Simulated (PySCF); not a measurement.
# Excitation energy of Sc by level of theory

Sc [Ar] 3d1 4s2 (2D) → Sc [Ar] 3d1 4s1 4p1 (high-spin determinant), as a difference of total energies. Computed with PySCF 2.14 in aug-cc-pwCVTZ-DK (10s9p7d4f3g, 127 functions), with the spin-free X2C one-electron Hamiltonian (Gaussian nucleus). Correlated levels: valence: [Ar] frozen; valence and next inner shell: [Ne] frozen; nothing frozen. The calculations carry no spin-orbit coupling.

| method | excitation energy (cm⁻¹) |
| --- | --- |
| UHF | 7699.4 |
| LDA | 16298 |
| PBE | 15233 |
| PBE0 | 13914 |
| wB97M-V | 17222 |
| MN15 | 19928 |
| revPBE | 14915 |
| MP2 (valence) | 12931 |
| SCS-MP2 (valence) | 14545 |
| MP2 (valence and next inner shell) | 15013 |
| SCS-MP2 (valence and next inner shell) | 15994 |
| MP2 (all electrons) | 15041 |
| SCS-MP2 (all electrons) | 16015 |

A first-order spin-orbit estimate (lowest level to lowest level, LS coupling) adds -0.008 eV.

The determinant of the upper state mixes LS terms, which raises its energy above the lowest term, most at the Hartree-Fock and MP2 levels.
